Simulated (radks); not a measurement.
Task: All-electron atom: Ag in [Kr] 4d10 5d1 (not the ground configuration). Calculated with a radial shooting solver on a logarithmic mesh with Libxc functionals: Dirac Kohn-Sham, PBEsol, spin-unpolarised, spherical densities, point nucleus; open shells fill j = l - 1/2 first. Some entries of the table are withheld. Estimate them.

| orbital | occ. | eigenvalue (hartree) | r(max) (bohr) |
|---|---|---|---|
| 1s1/2 | 2 | -930.0028 | 0.02016 |
| 2s1/2 | 2 | -137.0624 | 0.1141 |
| 2p1/2 | 2 | -127.4034 | 0.08820 |
| 2p3/2 | 4 | -120.9656 | 0.09246 |
| 3s1/2 | 2 | -25.27436 | 0.3330 |
| 3p1/2 | 2 | -21.43214 | 0.3194 |
| 3p3/2 | 4 | -20.29601 | 0.3293 |
| 3d3/2 | 4 | -13.48803 | 0.2721 |
| 3d5/2 | 6 | -13.25916 | 0.2749 |
| 4s1/2 | 2 | -3.68123 | 0.8226 |
| 4p1/2 | 2 | (1) | 0.8599 |
| 4p3/2 | 4 | (2) | 0.8852 |
| 4d3/2 | 4 | -0.47896 | 1.031 |
| 4d5/2 | 6 | -0.45810 | 1.043 |
| 5d3/2 | 1 | -0.02612 | (3) |
| 5d5/2 | 0 | -0.02602 | (4) |

Result: 
(1) 4p1/2 eigenvalue (hartree): -2.47298
(2) 4p3/2 eigenvalue (hartree): -2.28566
(3) 5d3/2 r(max) (bohr): 9.519
(4) 5d5/2 r(max) (bohr): 9.548
